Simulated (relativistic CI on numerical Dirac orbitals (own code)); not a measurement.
# Crystal-field levels of Ta2+, 5d3

Calculated by Dirac-Coulomb-Breit CI, KLI orbitals optimised for each configuration, QED by a radiative potential, valence Slater integrals scaled by 0.7, one configuration in a parametric crystal field (own radial code).

Field parameters in Wybourne normalisation: D4h B²₀ = −7Ds, B⁴₀ = 21(Dq − Dt), B⁴₄ = 21√(5/14) Dq. The field is a parameter set, without covalency.

S is read from ⟨S²⟩ = S(S + 1).

Levels (cm⁻¹, degeneracy): 0 (2), 22 (2), 6621 (2), 7951 (2), 9381 (2), 9485 (2), 9792 (2), 15358 (2), 17058 (2), 18492 (2), 23015 (2), 23080 (2).

**Question.** Which field gives this pattern?
A. D4h, 10Dq = 29250, Ds = 550, Dt = 450 cm⁻¹
B. D4h, 10Dq = 29250, Ds = 2180, Dt = 450 cm⁻¹
C. D4h, 10Dq = 29250, Ds = 950, Dt = 450 cm⁻¹
D. D4h, 10Dq = 29250, Ds = -1500, Dt = 450 cm⁻¹

**Answer.** B. D4h, 10Dq = 29250, Ds = 2180, Dt = 450 cm⁻¹, ground level with S = 1.48.
